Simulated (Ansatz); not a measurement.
Cost and result for the atomization energy of ClFGaH, SMILES `[F][GaH][Cl]` (4 atoms, 3 bonds).

Z-matrix (Å, degrees):
```
Ga
F 1 1.744
Cl 1 2.122 2 113.4
H 1 1.541 2 120.8 3 180.0
```

Charge 0, multiplicity 1. Correlated methods include outer-core shells of Ga, which these sets cover unevenly. Scalar relativity is left out up to krypton. The structure was optimised at the PBE0-D4/def2-TZVP level. Program: Ansatz. All runs use 2 threads of a server CPU on a shared host. Times are those of one run each, without the atoms' runs, and a repeat can differ threefold. Electronic energies, without spin–orbit coupling; frozen cores. CCSD(T)/CBS adds CCSD(T) − MP2 in def2-TZVPP to the MP2 limit, and its time is that of the two runs behind it. T1 = 0.013. With those shells the extrapolation isn't a true limit.

CCSD(T)/CBS is a level of theory with its own doubt, some kJ/mol a heavy atom from the limit and from the frozen cores, so smaller differences don't rank the functionals.

| level | functions | wall time |
| --- | --- | --- |
| revPBE-D4/def2-TZVPP | 135 | 1.3 s |
| BLYP-D4/def2-TZVPP | 135 | 1.5 s |
| PBE-D4/def2-TZVPP (with forces) | 135 | 1.5 s |
| PBE0-D4/def2-TZVPP | 135 | 2 s |
| CCSD(T)/def2-SVP | 69 | 2 s |
| PBE-QIDH/def2-TZVPP | 135 | 3.4 s |
| r2SCAN-D4/def2-TZVPP (with forces) | 135 | 3.5 s |
| r2SCANh-D4/def2-TZVPP | 135 | 3.5 s |
| B97M-V/def2-TZVPP | 135 | 4.4 s |
| ωB97X-V/def2-TZVPP | 135 | 4.7 s |
| MP2/def2-QZVPP | 246 | 9 s |
| CCSD(T)/def2-TZVPP | 135 | 19 s |
| CCSD(T)/CBS(def2) | – | 28 s |

(1) What atomization energy does each give, and how far from CCSD(T)/CBS? (Estimate.)

Answers

(1) Computed: 
| level | atomization (kJ/mol) | difference from CCSD(T)/CBS | per bond |
| --- | --- | --- | --- |
| revPBE-D4/def2-TZVPP | 1102.7 | -40.4 | -13.5 |
| BLYP-D4/def2-TZVPP | 1104.2 | -38.9 | -13.0 |
| PBE-D4/def2-TZVPP (with forces) | 1140.3 | -2.8 | -1.0 |
| PBE0-D4/def2-TZVPP | 1116.4 | -26.7 | -8.9 |
| CCSD(T)/def2-SVP | 1069.9 | -73.2 | -24.4 |
| PBE-QIDH/def2-TZVPP | 1133.9 | -9.2 | -3.1 |
| r2SCAN-D4/def2-TZVPP (with forces) | 1146.9 | 3.8 | 1.2 |
| r2SCANh-D4/def2-TZVPP | 1134.1 | -9.0 | -3.0 |
| B97M-V/def2-TZVPP | 1148.8 | 5.7 | 1.9 |
| ωB97X-V/def2-TZVPP | 1143.4 | 0.3 | 0.1 |
| MP2/def2-QZVPP | 1182.7 | 39.6 | 13.2 |
| CCSD(T)/def2-TZVPP | 1120.2 | -22.9 | -7.6 |
| CCSD(T)/CBS(def2) | 1143.1 | 0.0 | 0.0 |

From PBE to PBE0 (25 % exact exchange), in def2-TZVPP and without D4, the atomization energy moves by −22.7 kJ/mol: exact exchange takes away binding that semilocal exchange gives to molecules. Leaving LDA and LC-ωPBE aside and taking each functional with its dispersion term where it has one, the values, not all of them listed here, spread over 75.6 kJ/mol, from BHLYP-D4 to B97M-V. LDA lies +173.1 kJ/mol from PBE without D4, its usual overbinding. The D4 term adds +11.3 kJ/mol with B3LYP and +5.8 kJ/mol with PBE0; it sums over pairs of atoms, weighted by their polarisabilities, and B3LYP, whose exchange is more repulsive, gets the larger term.

B3LYP here is the variant with VWN-RPA as its local correlation; programs differ in this.
